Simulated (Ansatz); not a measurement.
Ansatz (an electronic-structure program) input (B3LYP-D3(BJ)/def2-TZVP):

Ansatz 0.2 input:
```yaml
crystal:
  periodic: [false, false, false]
  atoms:
    - {symbol: B, position_ang: [0.09609981, 0.15604087, 0.00786326]}
    - {symbol: C, position_ang: [1.59641037, -0.05973894, 0.01400490]}
    - {symbol: C, position_ang: [-0.92738239, -1.05860903, -0.10673717]}
    - {symbol: N, position_ang: [-0.39519719, 1.46623779, 0.10951686]}
    - {symbol: H, position_ang: [2.05532457, -1.03157108, -0.06181218]}
    - {symbol: H, position_ang: [2.31030291, 0.74576837, 0.09394842]}
    - {symbol: H, position_ang: [-1.96592769, -0.73700527, -0.14459977]}
    - {symbol: H, position_ang: [-0.73697949, -1.65318139, -0.99815562]}
    - {symbol: H, position_ang: [-0.82771633, -1.73537069, 0.74012057]}
    - {symbol: H, position_ang: [-1.37456732, 1.69361647, 0.11283886]}
    - {symbol: H, position_ang: [0.19916998, 2.27391221, 0.18658141]}
basis:
  gaussian:
    orbitals: def2-TZVP
hamiltonian:
  xc: b3lyp
  dispersion: d3bj
magnetization: {spin_polarized: true, initial_magnetization: 1}
relax: {f_tol: 0.002, max_steps: 150}
```

Output:

```
Functional definition: B3LYP
integrals: 0.07 GiB planned
992 factors; their error is unknown
mean field: 0.85 GiB planned
mean field evaluation 1: about -4343.0606 eV, gradient 5.7e1 eV
mean field evaluation 2: about -4332.5309 eV, gradient 7.1e1 eV
mean field evaluation 4: about -4356.6438 eV, gradient 5.0e0 eV
mean field evaluation 8: about -4356.7618 eV, gradient 5.2e-2 eV
mean field evaluation 16: about -4356.7480 eV, gradient 8.2e-5 eV
mean field -4356.74802581 eV, -160.1075368387 hartree, gradient 2.5e-5 eV, S^2 0.754410; 0 other end points of the search recorded, 0 dependent functions left out
the calculation of the forces begins
reference -4356.74828555 eV, -160.1075463838 hartree; 16, 15 occupied and 150, 151 virtual orbitals, 992 factors
relax step   1: F+E_penalty+E_count = -4357.05528476 eV  Δ(F+E_penalty+E_count) = +0.000e0 eV  max|allowed force component| = 6.158e-1 eV/Å  Δτ_max = 0.0000 Å  (31 SCF iters, accepted)
these checks for a lower state are left out or cut short: starts, cluster_reference, orbital_swaps, neighbouring_geometries, increment
integrals: 0.07 GiB planned
992 factors; their error is unknown
mean field: 0.85 GiB planned
mean field -4356.75981032 eV, -160.1079699115 hartree, gradient 1.5e-5 eV, S^2 0.754392; 0 other end points of the search recorded, 0 dependent functions left out
the calculation of the forces begins
reference -4356.76007063 eV, -160.1079794777 hartree; 16, 15 occupied and 150, 151 virtual orbitals, 992 factors
relax step   2: F+E_penalty+E_count = -4357.06642632 eV  Δ(F+E_penalty+E_count) = -1.114e-2 eV  max|allowed force component| = 3.017e-1 eV/Å  Δτ_max = 0.0121 Å  (35 SCF iters, accepted)
these checks for a lower state are left out or cut short: starts, cluster_reference, orbital_swaps, neighbouring_geometries, increment
integrals: 0.07 GiB planned
992 factors; their error is unknown
mean field: 0.85 GiB planned
mean field evaluation 32: about -4356.7620 eV, gradient 1.4e-5 eV
mean field -4356.76201384 eV, -160.1080508891 hartree, gradient 1.4e-5 eV, S^2 0.754369; 0 other end points of the search recorded, 0 dependent functions left out
the calculation of the forces begins
reference -4356.76227442 eV, -160.1080604654 hartree; 16, 15 occupied and 150, 151 virtual orbitals, 992 factors
relax step   3: F+E_penalty+E_count = -4357.06837271 eV  Δ(F+E_penalty+E_count) = -1.946e-3 eV  max|allowed force component| = 2.352e-2 eV/Å  Δτ_max = 0.0081 Å  (35 SCF iters, accepted)
these checks for a lower state are left out or cut short: starts, cluster_reference, orbital_swaps, neighbouring_geometries, increment
integrals: 0.07 GiB planned
992 factors; their error is unknown
mean field: 0.85 GiB planned
mean field -4356.76200816 eV, -160.1080506806 hartree, gradient 1.7e-5 eV, S^2 0.754366; 0 other end points of the search recorded, 0 dependent functions left out
the calculation of the forces begins
reference -4356.76226876 eV, -160.1080602576 hartree; 16, 15 occupied and 150, 151 virtual orbitals, 992 factors
relax step   4: F+E_penalty+E_count = -4357.06837221 eV  Δ(F+E_penalty+E_count) = +5.047e-7 eV  max|allowed force component| = 2.503e-2 eV/Å  Δτ_max = 0.0048 Å  (34 SCF iters, rejected (line search))
these checks for a lower state are left out or cut short: starts, cluster_reference, orbital_swaps, neighbouring_geometries, increment
integrals: 0.07 GiB planned
992 factors; their error is unknown
mean field: 0.85 GiB planned
mean field -4356.76204542 eV, -160.1080520497 hartree, gradient 1.2e-5 eV, S^2 0.754366; 0 other end points of the search recorded, 0 dependent functions left out
the calculation of the forces begins
reference -4356.76230600 eV, -160.1080616261 hartree; 16, 15 occupied and 150, 151 virtual orbitals, 992 factors
relax step   5: F+E_penalty+E_count = -4357.06841783 eV  Δ(F+E_penalty+E_count) = -4.512e-5 eV  max|allowed force component| = 6.867e-3 eV/Å  Δτ_max = 0.0023 Å  (27 SCF iters, accepted)
these checks for a lower state are left out or cut short: starts, cluster_reference, orbital_swaps, neighbouring_geometries, increment
integrals: 0.07 GiB planned
992 factors; their error is unknown
mean field: 0.85 GiB planned
mean field -4356.76206088 eV, -160.1080526178 hartree, gradient 1.6e-5 eV, S^2 0.754364; 0 other end points of the search recorded, 0 dependent functions left out
the calculation of the forces begins
reference -4356.76232147 eV, -160.1080621946 hartree; 16, 15 occupied and 150, 151 virtual orbitals, 992 factors
relax step   6: F+E_penalty+E_count = -4357.06845169 eV  Δ(F+E_penalty+E_count) = -3.386e-5 eV  max|allowed force component| = 3.142e-3 eV/Å  Δτ_max = 0.0089 Å  (34 SCF iters, accepted)
these checks for a lower state are left out or cut short: starts, cluster_reference, orbital_swaps, neighbouring_geometries, increment
integrals: 0.07 GiB planned
992 factors; their error is unknown
mean field: 0.85 GiB planned
mean field -4356.76206979 eV, -160.1080529454 hartree, gradient 1.7e-5 eV, S^2 0.754362; 0 other end points of the search recorded, 0 dependent functions left out
the calculation of the forces begins
reference -4356.76233041 eV, -160.1080625232 hartree; 16, 15 occupied and 150, 151 virtual orbitals, 992 factors
relax step   7: F+E_penalty+E_count = -4357.06847924 eV  Δ(F+E_penalty+E_count) = -2.755e-5 eV  max|allowed force component| = 8.593e-3 eV/Å  Δτ_max = 0.0169 Å  (34 SCF iters, accepted)
these checks for a lower state are left out or cut short: starts, cluster_reference, orbital_swaps, neighbouring_geometries, increment
integrals: 0.07 GiB planned
992 factors; their error is unknown
mean field: 0.85 GiB planned
mean field evaluation 64: about -4356.7621 eV, gradient 1.5e-5 eV
mean field -4356.76208344 eV, -160.1080534469 hartree, gradient 1.5e-5 eV, S^2 0.754363; 0 other end points of the search recorded, 0 dependent functions left out
the calculation of the forces begins
reference -4356.76234406 eV, -160.1080630247 hartree; 16, 15 occupied and 150, 151 virtual orbitals, 992 factors
relax step   8: F+E_penalty+E_count = -4357.06848618 eV  Δ(F+E_penalty+E_count) = -6.935e-6 eV  max|allowed force component| = 6.640e-3 eV/Å  Δτ_max = 0.0050 Å  (26 SCF iters, accepted)
these checks for a lower state are left out or cut short: starts, cluster_reference, orbital_swaps, neighbouring_geometries, increment
integrals: 0.07 GiB planned
992 factors; their error is unknown
mean field: 0.85 GiB planned
mean field -4356.76209925 eV, -160.1080540281 hartree, gradient 1.4e-5 eV, S^2 0.754364; 0 other end points of the search recorded, 0 dependent functions left out
the calculation of the forces begins
reference -4356.76235988 eV, -160.1080636060 hartree; 16, 15 occupied and 150, 151 virtual orbitals, 992 factors
relax step   9: F+E_penalty+E_count = -4357.06849113 eV  Δ(F+E_penalty+E_count) = -4.953e-6 eV  max|allowed force component| = 1.751e-3 eV/Å  Δτ_max = 0.0040 Å  (26 SCF iters, accepted)
integrals: 0.07 GiB planned
992 factors; their error is unknown
mean field: 0.85 GiB planned
mean field -4356.76209925 eV, -160.1080540281 hartree, gradient 2.1e-5 eV, S^2 0.754364; 1 other end points of the search recorded, 0 dependent functions left out
the calculation of the forces begins
reference -4356.76235988 eV, -160.1080636060 hartree; 16, 15 occupied and 150, 151 virtual orbitals, 992 factors
Total energy: -4357.06875176 eV, -160.1193232997 hartree
Atom 0 at     0.083352     0.156493     0.009118 Å, force    -0.000170     0.000672    -0.000698 eV/Å
Atom 1 at     1.605571    -0.066191     0.023686 Å, force     0.000803    -0.000284     0.000042 eV/Å
Atom 2 at    -0.930434    -1.051758    -0.105061 Å, force    -0.000247    -0.000682     0.000549 eV/Å
Atom 3 at    -0.402727     1.475604     0.100521 Å, force    -0.001182    -0.001751    -0.000258 eV/Å
Atom 4 at     2.056698    -1.050473    -0.042758 Å, force    -0.000248     0.000204     0.000093 eV/Å
Atom 5 at     2.326771     0.743096     0.100919 Å, force    -0.000371     0.000050     0.000094 eV/Å
Atom 6 at    -1.980629    -0.749326    -0.103996 Å, force     0.000600    -0.000070     0.000014 eV/Å
Atom 7 at    -0.752230    -1.623542    -1.021279 Å, force     0.000269     0.000655     0.000613 eV/Å
Atom 8 at    -0.788898    -1.756899     0.720120 Å, force    -0.000186     0.000402    -0.000727 eV/Å
Atom 9 at    -1.383421     1.701235     0.097123 Å, force     0.000362     0.001037     0.000396 eV/Å
Atom 10 at     0.195485     2.281861     0.175175 Å, force     0.000369    -0.000235    -0.000117 eV/Å
Dipole moment:    -0.058389     0.269757     0.019500 e Å
```

It need not be the lowest isomer of its formula.
